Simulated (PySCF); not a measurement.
CH₂AlNO, SMILES O=C=[N][AlH2]. Coordinates come from a B3LYP-D3(BJ)/def2-SVP optimisation.

Calculation: B3LYP-D3(BJ)/def2-SVP run with PySCF.

Harmonic wavenumbers (cm⁻¹): 100, 126, 566, 570, 625, 626, 644, 801, 1499, 1971, 1981, 2417. Rotational constants (GHz): 128.8, 2.450, 2.405; symmetry number 2.

Task: Work out the zero-point energy and the ideal-gas rigid-rotor harmonic-oscillator thermochemistry at 298.15 K and 1 atm.

Result: ZPE = ½ Σ hcν = ½ × 11926 cm⁻¹ = 17.05 kcal/mol. H − E(el) = 20.86 kcal/mol. Entropy in cal/(mol K): translation 38.70, rotation 22.19, vibration 8.88, total 69.76. G − E(el) = 0.06 kcal/mol. Cp = 17.67 cal/(mol K). Modes under 150 cm⁻¹ make the vibrational entropy uncertain.
